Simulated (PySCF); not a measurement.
H$_{4}$Ge, triplet, at the geometry of the source list (a higher spin typed on purpose: for a closed-shell molecule this is an excited state); M062X/def2-TZVP in PySCF.

The PySCF input:
```python
from pyscf import gto, scf, dft

mol = gto.Mole()
mol.atom = '''
    Ge    0.00070000   -0.00520000    0.00070000
    H    -0.60280000   -0.84850000   -1.05720000
    H     0.55780000   -0.85190000    1.08020000
    H    -1.03980000    0.88740000    0.56100000
    H     1.08410000    0.81820000   -0.58470000
'''
mol.basis = 'def2-tzvp'
mol.spin = 2
mol.verbose = 4
mol.build()

mf = dft.UKS(mol)
mf.xc = 'm062x'
mf.kernel()
```

### Question
Predict the main parts of the log of this PySCF run.

### Answer

```
PySCF version 2.14.0

[INPUT] verbose = 4
[INPUT] num. atoms = 5
[INPUT] num. electrons = 36
[INPUT] charge = 0
[INPUT] spin (= nelec alpha-beta = 2S) = 2
[INPUT] symmetry False subgroup None
[INPUT] Mole.unit = angstrom
[INPUT] Symbol           X                Y                Z      unit          X                Y                Z       unit  Magmom
[INPUT]  1 Ge     0.000700000000  -0.005200000000   0.000700000000 AA    0.001322808287  -0.009826575848   0.001322808287 Bohr   0.0
[INPUT]  2 H     -0.602800000000  -0.848500000000  -1.057200000000 AA   -1.139126907888  -1.603432616693  -1.997818458890 Bohr   0.0
[INPUT]  3 H      0.557800000000  -0.851900000000   1.080200000000 AA    1.054089232282  -1.609857685517   2.041282159755 Bohr   0.0
[INPUT]  4 H     -1.039800000000   0.887400000000   0.561000000000 AA   -1.964937224323   1.676942962939   1.060136355881 Bohr   0.0
[INPUT]  5 H      1.084100000000   0.818200000000  -0.584700000000 AA    2.048652091641   1.546173915119  -1.104922865033 Bohr   0.0

nuclear repulsion = 47.0448821530813
number of shells = 32
number of NR pGTOs = 132
number of NR cGTOs = 72
basis = def2-tzvp
ecp = {}

******** <class 'pyscf.dft.uks.UKS'> ********
method = UKS
initial guess = minao
damping factor = 0
level_shift factor = 0
DIIS = <class 'pyscf.scf.diis.CDIIS'>
diis_start_cycle = 1
diis_space = 8
diis_damp = 0
SCF conv_tol = 1e-09
SCF conv_tol_grad = None
SCF max_cycles = 50
direct_scf = True
direct_scf_tol = 1e-13
number electrons alpha = 19  beta = 17
XC library pyscf.dft.libxc version 7.1.2
    S. Lehtola, C. Steigemann, M. J. T. Oliveira, and M. A. L. Marques,  SoftwareX 7, 1–5 (2018)
XC functionals = m062x
    Y. Zhao and D. G. Truhlar,  Theor. Chem. Acc. 120, 215 (2008)
    Y. Zhao and D. G. Truhlar,  Theor. Chem. Acc. 120, 215 (2008)
radial grids:
    Treutler-Ahlrichs [JCP 102, 346 (1995); DOI:10.1063/1.469408] (M4) radial grids

becke partition: Becke, JCP 88, 2547 (1988); DOI:10.1063/1.454033
pruning grids: <function nwchem_prune>
grids dens level: 3
symmetrized grids: False
atomic radii adjust function: <function treutler_atomic_radii_adjust>
small_rho_cutoff = 0
Set gradient conv threshold to 3.16228e-05
tot grids = 59872
init E= -2078.61822916738

cycle= 1 E= -2079.00662963622  delta_E= -0.388  |g|= 0.302  |ddm|= 5.44

cycle= 2 E= -2079.01760292139  delta_E= -0.011  |g|= 0.296  |ddm|= 1.59

cycle= 3 E= -2079.03078062311  delta_E= -0.0132  |g|= 0.015  |ddm|= 0.186

cycle= 4 E= -2079.03112907484  delta_E= -0.000348  |g|= 0.00682  |ddm|= 0.161

cycle= 5 E= -2079.03125693143  delta_E= -0.000128  |g|= 0.00377  |ddm|= 0.112

cycle= 6 E= -2079.03135092034  delta_E= -9.4e-05  |g|= 0.00316  |ddm|= 0.0864

cycle= 7 E= -2079.03143582071  delta_E= -8.49e-05  |g|= 0.00323  |ddm|= 0.083

cycle= 8 E= -2079.03140917127  delta_E= 2.66e-05  |g|= 0.00323  |ddm|= 0.0257

cycle= 9 E= -2079.03129033174  delta_E= 0.000119  |g|= 0.00292  |ddm|= 0.122

cycle= 10 E= -2079.03110239365  delta_E= 0.000188  |g|= 0.00252  |ddm|= 0.277

cycle= 11 E= -2079.03106939165  delta_E= 3.3e-05  |g|= 0.00177  |ddm|= 0.211

cycle= 12 E= -2079.03106599554  delta_E= 3.4e-06  |g|= 0.00129  |ddm|= 0.236

cycle= 13 E= -2079.03107640864  delta_E= -1.04e-05  |g|= 0.00101  |ddm|= 0.193

cycle= 14 E= -2079.0310811647  delta_E= -4.76e-06  |g|= 0.00103  |ddm|= 0.188

cycle= 15 E= -2079.03108027334  delta_E= 8.91e-07  |g|= 0.00106  |ddm|= 0.00658

cycle= 16 E= -2079.03108014281  delta_E= 1.31e-07  |g|= 0.00107  |ddm|= 0.00316

cycle= 17 E= -2079.03108430596  delta_E= -4.16e-06  |g|= 0.000861  |ddm|= 0.027

cycle= 18 E= -2079.03109142885  delta_E= -7.12e-06  |g|= 0.000944  |ddm|= 0.0428

cycle= 19 E= -2079.03108873428  delta_E= 2.69e-06  |g|= 0.000918  |ddm|= 0.0106

cycle= 20 E= -2079.03108974825  delta_E= -1.01e-06  |g|= 0.000928  |ddm|= 0.00928

cycle= 21 E= -2079.03108754231  delta_E= 2.21e-06  |g|= 0.0009  |ddm|= 0.0214

cycle= 22 E= -2079.03108351159  delta_E= 4.03e-06  |g|= 0.000857  |ddm|= 0.0403

cycle= 23 E= -2079.03108136665  delta_E= 2.14e-06  |g|= 0.000843  |ddm|= 0.021

cycle= 24 E= -2079.03108069295  delta_E= 6.74e-07  |g|= 0.000838  |ddm|= 0.0197

cycle= 25 E= -2079.0310773838  delta_E= 3.31e-06  |g|= 0.000826  |ddm|= 0.04

cycle= 26 E= -2079.03107394494  delta_E= 3.44e-06  |g|= 0.000783  |ddm|= 0.0574

cycle= 27 E= -2079.03107815157  delta_E= -4.21e-06  |g|= 0.000822  |ddm|= 0.0447

cycle= 28 E= -2079.03107918206  delta_E= -1.03e-06  |g|= 0.000835  |ddm|= 0.0232

cycle= 29 E= -2079.03107436178  delta_E= 4.82e-06  |g|= 0.000803  |ddm|= 0.0199

cycle= 30 E= -2079.03103800581  delta_E= 3.64e-05  |g|= 0.000615  |ddm|= 0.179

cycle= 31 E= -2079.03102999445  delta_E= 8.01e-06  |g|= 0.00053  |ddm|= 0.055

cycle= 32 E= -2079.03101690662  delta_E= 1.31e-05  |g|= 0.000358  |ddm|= 0.0934

cycle= 33 E= -2079.03101080117  delta_E= 6.11e-06  |g|= 0.000389  |ddm|= 0.0768

cycle= 34 E= -2079.03100978165  delta_E= 1.02e-06  |g|= 0.000305  |ddm|= 0.00972

cycle= 35 E= -2079.03100629538  delta_E= 3.49e-06  |g|= 0.000323  |ddm|= 0.0604

cycle= 36 E= -2079.03100438705  delta_E= 1.91e-06  |g|= 0.000208  |ddm|= 0.075

cycle= 37 E= -2079.03100269019  delta_E= 1.7e-06  |g|= 0.000176  |ddm|= 0.0493

cycle= 38 E= -2079.03100259254  delta_E= 9.77e-08  |g|= 0.000174  |ddm|= 0.0203

cycle= 39 E= -2079.03100203854  delta_E= 5.54e-07  |g|= 0.000147  |ddm|= 0.0229

cycle= 40 E= -2079.03100086526  delta_E= 1.17e-06  |g|= 0.000162  |ddm|= 0.0339

cycle= 41 E= -2079.03100194587  delta_E= -1.08e-06  |g|= 0.000157  |ddm|= 0.026

cycle= 42 E= -2079.03100244064  delta_E= -4.95e-07  |g|= 0.000151  |ddm|= 0.00982

cycle= 43 E= -2079.03100291968  delta_E= -4.79e-07  |g|= 0.000151  |ddm|= 0.0123

cycle= 44 E= -2079.03100348315  delta_E= -5.63e-07  |g|= 0.000153  |ddm|= 0.0126

cycle= 45 E= -2079.03100353909  delta_E= -5.59e-08  |g|= 0.000152  |ddm|= 0.00136

cycle= 46 E= -2079.03100380862  delta_E= -2.7e-07  |g|= 0.000152  |ddm|= 0.00772

cycle= 47 E= -2079.03100356465  delta_E= 2.44e-07  |g|= 0.000153  |ddm|= 0.00947

cycle= 48 E= -2079.03100355657  delta_E= 8.08e-09  |g|= 0.000145  |ddm|= 0.0126

cycle= 49 E= -2079.03100331469  delta_E= 2.42e-07  |g|= 0.000145  |ddm|= 0.00505

cycle= 50 E= -2079.03100285559  delta_E= 4.59e-07  |g|= 0.000143  |ddm|= 0.0104
SCF not converged.
SCF energy = -2079.03100285559 after 50 cycles  <S^2> = 2.0096042  2S+1 = 3.006396
```

Convergence was not reached.
